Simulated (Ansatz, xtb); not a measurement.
# C2HF3Si: where a starting geometry ends

The starting geometry of this gas-phase singlet was built from a drawn formula by distance geometry and a force field; its bonds are those of `FC1=[Si](F)[C@@H]1F`.

```xyz
7

C    -2.0221   -1.2302    0.1990
C    -0.7216   -1.0046    0.7295
F    -3.0844   -1.0301    0.9999
F    -0.6627   -0.4627   -2.0884
F     0.2757   -1.9990    0.4833
Si   -1.2263    0.1086   -0.6620
H    -0.6119   -0.6369    1.7078
```

Problem. Predict what becomes of its bonds when it is optimised with r2SCAN-D4/def2-SVP.

Solution. A bond breaks, giving a structure given below by its coordinates. Contacts that open: C2–Si6 (1.85 → 2.98 Å).

The energy falls by 3.34 eV over 13 steps:

| step | E − E(last) (eV) |
| --- | --- |
| 1 | 3.336 |
| 2 | 2.688 |
| 4 | 1.541 |
| 5 | 1.086 |
| 6 | 0.585 |
| 8 | 0.106 |
| 9 | 0.007 |
| 10 | 0.002 |
| 12 | 0.000 |
| 13 | 0.000 |

Final geometry (Å):

```yaml
atoms:
  - { symbol: C, position_ang: [-1.7734, -0.7572, 0.3246] }
  - { symbol: C, position_ang: [-0.6999, -1.2350, 0.9927] }
  - { symbol: F, position_ang: [-2.9079, -0.6473, 1.0670] }
  - { symbol: F, position_ang: [-0.4463, -0.4924, -1.9877] }
  - { symbol: F, position_ang: [0.4751, -1.3998, 0.4100] }
  - { symbol: Si, position_ang: [-1.9832, -0.2039, -1.4909] }
  - { symbol: H, position_ang: [-0.7177, -1.5193, 2.0535] }
```

From the same start GFN2-xTB reaches the same bonding as this run.

No frequencies were run, so the end isn't proven a minimum. Run with Ansatz 0.2.0, 26 s on 2 threads of Arm Neoverse V1 (shared host).
